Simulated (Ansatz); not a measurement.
The molecule GeSe, closed-shell singlet (the spin of the measured ground state). No spin–orbit coupling. Ge is treated without relativity. Se is treated without relativity.

The constants come from a fifth-degree fit in 1/R (seven points, main isotopes). Runs in def2 and cc sets follow the lowest solution found near the PBE0 minimum. The singlet is held restricted.

Correlated levels freeze the inner cores; with def2 sets outer-core shells near the valence are correlated too. CBS(a, b) extrapolates the correlation energy as X⁻³ and adds the Hartree–Fock energy of set b.

Programs: Ansatz (a quantum-chemistry and plane-wave program) with Gaussian orbitals. Values without a source in brackets are computed.

Quantity: r_e, from seven points a level.

Costs are ratios of core time to PBE/def2-TZVPP (roughly 10 s), for whole runs (searches for the state included, and forces where a run took them) on one shared machine, so rough; each error counts from the measured 2.1346 Å [microwave values compiled in ACS Omega 2, 8373 (2017)].

```tsv
level	basis functions	cost	error (Å)
SVWN5/def2-TZVPP	96	×0.8	0.004
PBE/def2-TZVPP	96	×1	0.032
PBE0/def2-TZVPP	96	×2	0.006
B3LYP/def2-TZVPP	96	×2	0.022
r2SCAN/def2-TZVPP	96	×2	0.009
B2PLYP/def2-TZVPP	96	×2	0.022
BHLYP/def2-TZVPP	96	×2	-0.003
CAM-B3LYP/def2-TZVPP	96	×2	-0.005
B97M-V/def2-TZVPP	96	×3	0.007
CCSD(T)/def2-TZVPP	96	×5	0.018
CCSD(T)/def2-QZVPP	178	×30	0.004
CCSD(T)/CBS(def2-TZVPP, def2-QZVPP)	-	×30	-0.005
```

The cheapest listed level whose error stays within 0.005 Å: SVWN5/def2-TZVPP (0.004 Å, cost ×0.8).

With a budget of 10 times the cost of PBE/def2-TZVPP, the closest level: BHLYP/def2-TZVPP, at -0.003 Å; next is SVWN5/def2-TZVPP at 0.004 Å.

What the step from CCSD(T)/def2-TZVPP to CCSD(T)/def2-QZVPP costs and buys: 96 to 178 functions, cost ×6 (rough); the error goes from 0.018 to 0.004 Å.
